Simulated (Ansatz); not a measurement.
`CO[SiH2]O[SiH](O)O`, relaxed with RKS PBE0-D4/def2-TZVP in the Gaussian-basis code of Ansatz from a GFN2-xTB geometry. The force threshold is 0.005 eV/Å; the program also tests the step.

Charge 0, multiplicity 1.

Start:

```xyz
15

C     0.687    0.903   -2.369
O     0.287    0.472   -1.103
Si    0.839    1.009    0.337
O     0.024    0.177    1.439
Si   -1.176   -0.925    1.605
O    -0.860   -1.943    2.813
O    -1.323   -1.744    0.211
H     1.743    0.681   -2.539
H     0.538    1.980   -2.479
H     0.085    0.379   -3.112
H     2.254    0.685    0.504
H     0.524    2.423    0.513
H    -2.367   -0.224    2.026
H    -0.172   -2.600    2.739
H    -1.082   -1.272   -0.585
```

How much energy does the relaxation release, and in how many steps? (An estimate is asked.)

Ansatz gave: 7.59 kJ/mol, in 12 steps.

Which bonds change most? (Estimate.)

Ansatz gave: Si5–H13 from 1.446 to 1.471 Å; Si3–H12 from 1.460 to 1.485 Å; Si3–H11 from 1.461 to 1.484 Å; O2–Si3 from 1.632 to 1.652 Å.

Give the relaxed structure. (Estimate.)

The calculation gave: 
```xyz
15

C     0.702    0.857   -2.349
O     0.275    0.377   -1.091
Si    0.808    1.008    0.339
O    -0.003    0.225    1.500
Si   -1.187   -0.904    1.656
O    -0.813   -2.004    2.795
O    -1.382   -1.635    0.210
H     1.770    0.673   -2.502
H     0.509    1.931   -2.452
H     0.145    0.330   -3.125
H     2.268    0.776    0.481
H     0.515    2.462    0.375
H    -2.404   -0.235    2.142
H    -0.206   -2.706    2.554
H    -0.996   -1.155   -0.534
```
